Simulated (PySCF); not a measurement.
Molecule: SMILES C1C[CH]CO1 (C₄H₇O), doublet. Atoms near the plane z = 0.0 Å, at the PBE0/def2-SVP optimised geometry (x, y, z in Å): C1 (-0.3, 1.1, 0.0), C2 (-0.8, -0.3, -0.1), C3 (0.5, -1.0, 0.3), O4 (1.6, -0.2, -0.2), C5 (1.2, 1.1, 0.0), H6 (-0.9, 2.0, 0.0), H7 (-1.6, -0.5, 0.6), H9 (0.6, -2.0, -0.2), H11 (1.6, 1.7, -0.8), H12 (1.6, 1.5, 1.0).

Method: unrestricted PBE0/def2-TZVP in PySCF. Cells within 0.4 Å of a nucleus heavier than hydrogen are left out (blank, or x). The values are rescaled to run from 0 to 1.

```
|33333333334433333333333333333|
|33333334444444333333333333333|
|33333344444444444333333333333|
|33333444444444444444333333333|
|33333444445554444444433333333|
|33334444557765444444443333333|
|33334444579997555555443333333|
|33333444699999767887544333333|
|33333444599999999999854333333|
|33333444579999999999974333333|
|333333444699xxx99xx9984333333|
|333333344599xxx99xx9994322223|
|33333344469999999999973222222|
|33333444599999999999982112222|
|33334445899xx99999xx991011222|
|33334446999xx99999xx990001222|
|333344469999x9999999950001222|
|333344457999999xx999820011222|
|3333444456899999x998310111222|
|33333444445569999995321112222|
|33333344444457999994322222222|
|33333333444445999974322222222|
|33333333344445799954332222233|
|33333333334444566543333333333|
|33333333333444444443333333333|
|33333333333344444433333333333|
|33333333333333443333333333333|
|33333333333333333333333333333|
|33333333333333333333333333333|
```
Scale: ten equal steps from 0.000 (start of '0') to 1.00 (end of '9'), in the order '0123456789'; x runs from -4.50 to 4.50, y from -4.50 (bottom) to 4.50 (top).

Question: Which quantity is mapped?
A. deformation density (molecule minus spherical neutral atoms)
B. an orbital amplitude
C. log10 of the electron density
D. electrostatic potential

Answer: D, electrostatic potential. In full: electrostatic potential (hartree/e), clipped to [-0.08, 0.12].
